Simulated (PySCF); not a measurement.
SMILES B[SiH2]Cl (H₄BClSi), B3LYP/def2-SVP optimised geometry.

```
7

B      1.09    -0.43     0.00
Si    -0.93    -0.43     0.00
Cl    -1.76     1.49     0.00
H      1.76     0.57    -0.01
H      1.65    -1.49     0.00
H     -1.44    -1.15     1.21
H     -1.43    -1.14    -1.21
```

Density from PySCF with B3LYP/def2-TZVP at that geometry.

Minimum of the electron density along straight lines between bonded atoms, close to the bond critical point (lines longer than 1.1 times the sum of covalent radii, or with two minima, are not listed):

```csv
bond,length / Å,ρ at the minimum / e bohr⁻³,∇²ρ there / e bohr⁻⁵,position (fraction from the first atom)
B1–Si2,2.013,0.116,-0.08,0.61
Si2–Cl3,2.093,0.093,0.17,0.36
B1–H4,1.204,0.186,-0.44,0.44
B1–H5,1.208,0.183,-0.43,0.44
Si2–H6,1.494,0.120,0.13,0.49
Si2–H7,1.494,0.120,0.13,0.49
```
